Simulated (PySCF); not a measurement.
Geometry:
```
atom   x (Å)   y (Å)   z (Å)
  C1   2.248   1.362  -0.890
  C2   1.964   0.226  -1.867
 Si3   0.958  -1.202  -1.139
  C4   1.863  -2.045   0.282
 Si5  -1.112  -0.397  -0.366
 Si6  -2.621  -2.179  -0.193
 Si7  -0.930   0.566   1.761
 Si8  -1.967   1.190  -1.859
  H9   2.798   1.011  -0.002
 H10   1.316   1.826  -0.531
 H11   2.852   2.158  -1.354
 H12   2.906  -0.200  -2.258
 H13   1.419   0.603  -2.750
 H14   0.682  -2.204  -2.221
 H15   1.261  -2.869   0.696
 H16   2.068  -1.336   1.099
 H17   2.824  -2.462  -0.061
 H18  -3.933  -1.722   0.361
 H19  -2.855  -2.794  -1.536
 H20  -2.063  -3.227   0.719
 H21  -0.048   1.775   1.740
 H22  -0.349  -0.421   2.725
 H23  -2.281   0.974   2.259
 H24  -2.156   0.577  -3.211
 H25  -1.014   2.337  -1.991
 H26  -3.283   1.721  -1.386
```

Geometry: PBE0-D3(BJ)/def2-SVP; GIAO shifts from PySCF, gas phase, non-relativistic, averaged over equivalent atoms.

At PBE0/pcSseg-1 (261 basis functions, 59 s wall time on 1 thread of an x86-64 server CPU, shared host):
| atoms | δ (ppm) |
| --- | --- |
| C1 | 10.8 |
| C2 | 8.2 |
| C4 | -6.5 |
| Si3 | -27.9 |
| Si6/Si7/Si8 | -99.7 |
| Si5 | -161.5 |
| H14 | 4.33 |
| H18/H19/H20/H21/H22/H23/H24/H25/H26 | 3.72 |
| H9/H10/H11 | 1.03 |
| H12 | 0.84 |
| H13 | 0.66 |
| H15/H16/H17 | 0.29 |

Scale: TMS for ¹³C (σ = 184.41 ppm), ²⁹Si (σ = 351.99 ppm), ¹H (σ = 31.27 ppm) (reference shieldings calculated alike).

Question: Estimate the result of repeating the calculation with wB97X-D/pcSseg-1.

Answer: 
```tsv
atoms	δ at wB97X-D/pcSseg-1	change
C1	10.9	+0.1
C2	7.0	-1.2
C4	-6.5	+0.0
Si3	-28.8	-0.9
Si6/Si7/Si8	-99.6	+0.1
Si5	-161.4	+0.1
H14	4.25	-0.08
H18/H19/H20/H21/H22/H23/H24/H25/H26	3.67	-0.05
H9/H10/H11	1.02	-0.01
H12	0.75	-0.09
H13	0.55	-0.11
H15/H16/H17	0.25	-0.04
```

References, each an isolated molecule treated in the same way: ¹³C (σ = 184.54 ppm) and ²⁹Si (σ = 352.93 ppm) and ¹H (σ = 31.38 ppm) against TMS.

The largest change is at C2 (sp3 CH2 bonded to Si). Cost: 261 basis functions, 68 s wall time on 1 thread of an x86-64 server CPU, shared host. The order of the carbon signals is the same at both levels.
